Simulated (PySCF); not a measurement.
Mapped SMILES: `[NH2:1][SiH2:2][S:3][SiH2:4][PH2:5]`. Each H is labelled by its parent atom.

Geometry: PBE0-D3(BJ)/def2-SVP; GIAO shifts from PySCF 2.14, gas phase, non-relativistic, averaged over equivalent atoms.

At LC-wPBE/pcSseg-1 (153 basis functions, 25 s wall time on 1 thread of an Arm Neoverse V2, shared host):
```
 atoms  δ (ppm)
    N1     20.4
   Si4    -20.8
   Si2    -20.9
    S3   -253.4
    P5   -254.1
H(Si2)     5.07
H(Si4)     4.86
 H(P5)     2.15
 H(N1)     0.51
```

δ = σ(ref) − σ, references computed at the same level: NH3 for ¹⁵N (σ = 267.73 ppm); ²⁹Si (σ = 358.50 ppm) and ¹H (σ = 31.33 ppm) vs TMS; ³³S (σ = 493.10 ppm) against CS2; ³¹P (σ = 308.04 ppm) against H3PO4.

Q: Estimate the result of repeating the calculation with CAM-B3LYP/pcSseg-1.

A: 
| atoms | δ at CAM-B3LYP/pcSseg-1 | change |
| --- | --- | --- |
| N1 | 26.9 | +6.5 |
| Si4 | -17.0 | +3.8 |
| Si2 | -23.1 | -2.2 |
| S3 | -217.2 | +36.2 |
| P5 | -232.8 | +21.3 |
| H(Si2) | 5.14 | +0.07 |
| H(Si4) | 4.88 | +0.02 |
| H(P5) | 2.11 | -0.04 |
| H(N1) | 0.52 | +0.01 |

Referencing at the same level of theory: ¹⁵N (σ = 267.29 ppm) against NH3; ²⁹Si (σ = 343.41 ppm) and ¹H (σ = 31.33 ppm) vs TMS; CS2 for ³³S (σ = 487.21 ppm); H3PO4 for ³¹P (σ = 299.17 ppm).

The largest change is at S3 (sulfur bonded to 2 Si). Cost: 153 basis functions, 22 s wall time on 1 thread of an Arm Neoverse V2, shared host.

Experimental scales use liquid or dissolved standards, which lie at an offset from isolated NH3 (liquid NH3: subtract about 20 ppm) and H3PO4.
